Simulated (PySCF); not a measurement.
# Electron correlation in B⁺ (boron, charge +1)

[He] 2s2, closed-shell 1S. Calculation: PySCF 2.14, in pcseg-2 (4s3p2d1f, 30 functions); the non-relativistic Hamiltonian (point nucleus). Frozen: 1s2; 2 electrons correlated.

Total MP2 correlation energy: -34.64 mhartree.

Same-spin part 0.00 and opposite-spin part -34.64 mhartree; SCS-MP2 scales them by 1/3 and 6/5 to -41.56 mhartree.

With two correlated electrons CCSD is exact within the correlated space (frozen core and kept virtual orbitals).

| level | correlation energy (mhartree) |
| --- | --- |
| CCSD | -58.43 |

Diagnostics: T1 = 0.011, D1 = 0.0160, largest double amplitude 0.150.

Problem. Is a single reference adequate?

Solution. Not fully. A double-excitation amplitude exceeds 0.15, a sign of near-degeneracy.
